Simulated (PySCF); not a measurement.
HS2, SMILES [S]S (connectivity only; charge and spin as stated), charge -1, multiplicity 1. Heavy atoms are numbered as in [S:1][SH:2]. Hydrogens are named by the atom that carries them.

Geometry optimised at B3LYP-D3(BJ)/def2-TZVPD. The multiplicity is an assumed one; other spin states were not compared. The isomer is the one that the SMILES or the coordinates give; other isomers of the formula were not compared.

All values below come from KT2/pcSseg-2 (PySCF).

GIAO shieldings, no solvent; atoms alike by connectivity are averaged. δ = σ(ref) − σ: ³³S against H2S (σ = 720.7 ppm); ¹H against TMS (σ = 31.47 ppm), references at their B3LYP-D3(BJ)/def2-TZVP geometries, non-relativistic.

| nucleus | atoms | count | δ (ppm) |
|---|---|---|---|
| ³³S | S1 | 1 | 190.9 |
| ³³S | S2 (SH) | 1 | 96.2 |
| ¹H | H on S2 | 1 | 0.53 |
